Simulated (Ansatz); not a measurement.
Start from `CC(F)(CF)C(F)F` and change one atom or group to get `CC(F)CF`.

Ansatz, PBE0-D4/def2-TZVP geometries, multiplicity 1. Each molecule was computed in one conformer, which needn't be the lowest.

```tsv
property	`CC(F)(CF)C(F)F`
LUMO energy (B3LYP/def2-TZVPP) / eV	0.86
HOMO–LUMO gap (PBE0/def2-TZVPP) / eV	10.62
HOMO–LUMO gap (B3LYP/def2-TZVPP) / eV	10.07
size of the dipole moment (PBE/def2-TZVPP) / D	2.12
LUMO energy (PBE/def2-TZVPP) / eV	0.41
HOMO energy (PBE/def2-TZVPP) / eV	-7.68
```

(1) What does the change do to each property? (Best estimate.)

## Answers

(1) Ansatz gave: 
| property | `CC(F)CF` | shift |
| --- | --- | --- |
| LUMO energy (B3LYP/def2-TZVPP) / eV | 0.80 | -0.06 |
| HOMO–LUMO gap (PBE0/def2-TZVPP) / eV | 10.43 | -0.19 |
| HOMO–LUMO gap (B3LYP/def2-TZVPP) / eV | 9.86 | -0.21 |
| size of the dipole moment (PBE/def2-TZVPP) / D | 2.71 | 0.59 |
| LUMO energy (PBE/def2-TZVPP) / eV | 0.37 | -0.04 |
| HOMO energy (PBE/def2-TZVPP) / eV | -7.55 | 0.13 |

With PBE0 the HOMO rises by 0.13 eV and the LUMO falls by 0.06 eV, so the gap narrows by about 0.19 eV. PBE moves the HOMO by 0.13 eV and ωB97M-V by 0.11 eV. The zero-point energy changes by -34.4 kJ/mol with -9 modes. Dipoles are sizes alone; their direction can turn.

B3LYP here is the variant with VWN-RPA as its local correlation; programs differ in this.
